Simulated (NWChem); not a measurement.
SiN$_{2}$H$_{4}$ClF; SMILES F[Si](Cl)(N)N

```xyz
9

N     -0.4183    -1.2465    -1.3466
Si     0.0180    -0.3456     0.0258
N      1.6229    -0.6836     0.4534
F     -1.1095    -0.7214     1.1289
Cl    -0.0924     1.7143    -0.1212
H      0.1415    -1.2058    -2.1895
H     -1.3951    -1.4288    -1.5448
H      1.9494    -1.6389     0.5365
H      2.1764    -0.0281     0.9905
```
Atoms are numbered in this order, from 1.

Results from NWChem. Pople sets run with spherical d functions. All runs use the structure optimised with PBE0/def2-SVP. Ions are spin-unrestricted doublets at the neutral geometry; other ion states weren't tried. Functional: LC-ωPBE (HJS hole) with 6-31G*; the question gives the range parameter ω in 1/bohr.

Problem. What does the run give for range parameter (1/bohr) 0.25? Quantities: vertical ionisation energy, ΔSCF (eV); −ε(HOMO) (eV).

Solution. 
```
Property                               Value
-------------------------------------  -----
vertical ionisation energy, ΔSCF (eV)  10.18
−ε(HOMO) (eV)                           9.56
```
